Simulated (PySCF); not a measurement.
B₂Cl₃ (SMILES Cl[B]B(Cl)Cl), doublet, at a GFN2-xTB geometry, atoms displaced at random by about 0.08 Å a coordinate; B3LYP/6-31G, gradient in PySCF.

PySCF was given this input:
```python
from pyscf import gto, scf, dft

mol = gto.Mole()
mol.atom = '''
    Cl    2.65085254   -0.44186227   -0.18314068
    B     1.10692498   -0.15770782    0.02929478
    B    -0.44842375   -0.02829277    0.02958982
    Cl   -1.21533656    1.69191430    0.09308504
    Cl   -1.55626057   -1.19481138    0.03284279
'''
mol.basis = '6-31g'
mol.spin = 1
mol.verbose = 4
mol.build()

mf = dft.UKS(mol)
mf.xc = 'b3lyp'
mf.conv_tol = 1e-6
mf.kernel()
g = mf.nuc_grad_method()
grad = g.kernel()
```

Q: Write the output that PySCF gives for this input, abridged.

A: 
```
PySCF version 2.14.0

[INPUT] verbose = 4
[INPUT] num. atoms = 5
[INPUT] num. electrons = 61
[INPUT] charge = 0
[INPUT] spin (= nelec alpha-beta = 2S) = 1
[INPUT] symmetry False subgroup None
[INPUT] Mole.unit = angstrom
[INPUT] Symbol           X                Y                Z      unit          X                Y                Z       unit  Magmom
[INPUT]  1 Cl     2.650852540000  -0.441862270000  -0.183140680000 AA    5.009385297208  -0.834998675079  -0.346085727467 Bohr   0.0
[INPUT]  2 B      1.106924980000  -0.157707820000   0.029294780000 AA    2.091785052640  -0.298024587502   0.055359111079 Bohr   0.0
[INPUT]  3 B     -0.448423750000  -0.028292770000   0.029589820000 AA   -0.847398075250  -0.053465586605   0.055916655875 Bohr   0.0
[INPUT]  4 Cl    -1.215336560000   1.691914300000   0.093085040000 AA   -2.296653247571   3.197254653235   0.175905231894 Bohr   0.0
[INPUT]  5 Cl    -1.556260570000  -1.194811380000   0.032842790000 AA   -2.940906255760  -2.257866278714   0.062063878267 Bohr   0.0

nuclear repulsion = 256.838044363721
number of shells = 31
number of NR pGTOs = 182
number of NR cGTOs = 57
basis = 6-31g
ecp = {}

******** <class 'pyscf.dft.uks.UKS'> ********
method = UKS
initial guess = minao
damping factor = 0
level_shift factor = 0
DIIS = <class 'pyscf.scf.diis.CDIIS'>
diis_start_cycle = 1
diis_space = 8
diis_damp = 0
SCF conv_tol = 1e-06
SCF conv_tol_grad = None
SCF max_cycles = 50
direct_scf = True
direct_scf_tol = 1e-13
number electrons alpha = 31  beta = 30
XC library pyscf.dft.libxc version 7.1.2
    S. Lehtola, C. Steigemann, M. J. T. Oliveira, and M. A. L. Marques,  SoftwareX 7, 1–5 (2018)
XC functionals = b3lyp
    P. J. Stephens, F. J. Devlin, C. F. Chabalowski, and M. J. Frisch,  J. Phys. Chem. 98, 11623 (1994)
radial grids:
    Treutler-Ahlrichs [JCP 102, 346 (1995); DOI:10.1063/1.469408] (M4) radial grids

becke partition: Becke, JCP 88, 2547 (1988); DOI:10.1063/1.454033
pruning grids: <function nwchem_prune>
grids dens level: 3
symmetrized grids: False
atomic radii adjust function: <function treutler_atomic_radii_adjust>
small_rho_cutoff = 0
Set gradient conv threshold to 0.001
tot grids = 84736
init E= -1431.10905276205

cycle= 1 E= -1430.19955574014  delta_E= 0.909  |g|= 0.198  |ddm|= 2.21
cycle= 2 E= -1430.17220326852  delta_E= 0.0274  |g|= 0.294  |ddm|= 1.12
cycle= 3 E= -1430.23207833678  delta_E= -0.0599  |g|= 0.0267  |ddm|= 0.576
cycle= 4 E= -1430.23249343339  delta_E= -0.000415  |g|= 0.0143  |ddm|= 0.0887
cycle= 5 E= -1430.23266565647  delta_E= -0.000172  |g|= 0.00317  |ddm|= 0.0405
cycle= 6 E= -1430.23267672924  delta_E= -1.11e-05  |g|= 0.000809  |ddm|= 0.00941
cycle= 7 E= -1430.23267811292  delta_E= -1.38e-06  |g|= 0.000233  |ddm|= 0.00416
cycle= 8 E= -1430.23267819155  delta_E= -7.86e-08  |g|= 0.000135  |ddm|= 0.000976
Extra cycle  E= -1430.23267819672  delta_E= -5.17e-09  |g|= 0.000149  |ddm|= 0.000756
converged SCF energy = -1430.23267819672  <S^2> = 0.75158709  2S+1 = 2.0015865

******** <class 'pyscf.grad.uks.Gradients'> for <class 'pyscf.dft.uks.UKS'> ********
unit = Eh/Bohr
grid_response = False
--------------- UKS gradients ---------------
         x                y                z
0 Cl    -0.1034961040     0.0159953432     0.0132303947
1 B     0.0971657907    -0.0148307502    -0.0120875097
2 B    -0.0617693668    -0.0995155589    -0.0019893391
3 Cl    -0.0120116921    -0.0041518937     0.0004979937
4 Cl     0.0801081291     0.1025052257     0.0002996683
----------------------------------------------
```
